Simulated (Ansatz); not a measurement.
`N[Si](N)(F)[SiH3]` + HCl → `N[Si](F)([SiH3])Cl` + NH₃ at 700 K and 1 bar (ligand exchange at the Si–N bond).

Gas-phase electronic energies from Ansatz, PBE0-D4/def2-TZVP geometries. CBS: MP2 limit from def2 TZ/QZ plus the TZ coupled-cluster correction, frozen cores. This one scheme is used for every species. One conformer a species, not always the lowest.

```
             species  CCSD(T)/CBS energy (Eh)  H − E (kJ/mol)  S (J/(mol·K))
 `N[Si](N)(F)[SiH3]`               -791.70636           309.2          521.8
                 HCl               -460.38127            38.4          211.8
`N[Si](F)([SiH3])Cl`              -1195.59251           235.1          510.9
                 NH₃                -56.50880           116.9          226.5
```

H − E and S are ideal-gas, rigid-rotor, harmonic terms from PBE0-D4/def2-TZVP, for one conformer and one mirror image of each species. 1 Eh = 2625.50 kJ/mol, R = 8.31446 J/(mol·K).

By hand: ΔE, ΔH, ΔS and ΔG.

ΔE = (-1195.59251) + (-56.50880) − (-791.70636) − (-460.38127) = -0.01368 Eh = -35.9 kJ/mol. Δ(H − E) = 235.1 + 116.9 − 309.2 − 38.4 = 4.4, so ΔH = -31.5 kJ/mol. ΔS = 510.9 + 226.5 − 521.8 − 211.8 = 3.8 J/(mol·K). ΔG = -31.5 − 700 × (3.8)/1000 = -34.2 kJ/mol.

By hand: the equilibrium constant, and the temperature at which ΔG would vanish if ΔH and ΔS stayed fixed.

log₁₀ K = −ΔG/(RT ln 10) = 2.6. ΔH and −TΔS have one sign here, so there is no such temperature. One of them is within its doubt of zero, so this could turn.

The number of gas molecules stays the same, so ΔS is small and ΔH decides. A doubt of 5 kJ/mol in ΔE shifts log₁₀ K by 0.4 here. Other conformers and mirror images would add mixing entropy, several J/(mol·K) or more a flexible species. These are equilibria of isolated gas molecules and say nothing of rates. Largest T1 diagnostic: 0.012 (customary marks: 0.02 for closed shells, 0.045 for open ones).
